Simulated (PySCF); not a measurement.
Si(Cl)2(F)(SH) (Cl2FHSSi), SMILES F[Si](S)(Cl)Cl. The structure is a stationary point at PBE-D3(BJ)/def2-SVP. This is a generated structure with no PubChem entry under its InChIKey; it may be hypothetical. One conformer was computed; it need not be the lowest.

Computed equilibrium geometry at PBE-D3(BJ)/def2-SVP (PySCF confirms it by a frequency run) as a Z-matrix (one conformer of several):
```
Si
F 1 1.6259
Cl 1 2.0494 2 108.32
Cl 1 2.0566 2 105.90 3 119.08
S 1 2.1230 2 111.79 4 123.24
H 5 1.3647 1 92.74 2 -67.49
```
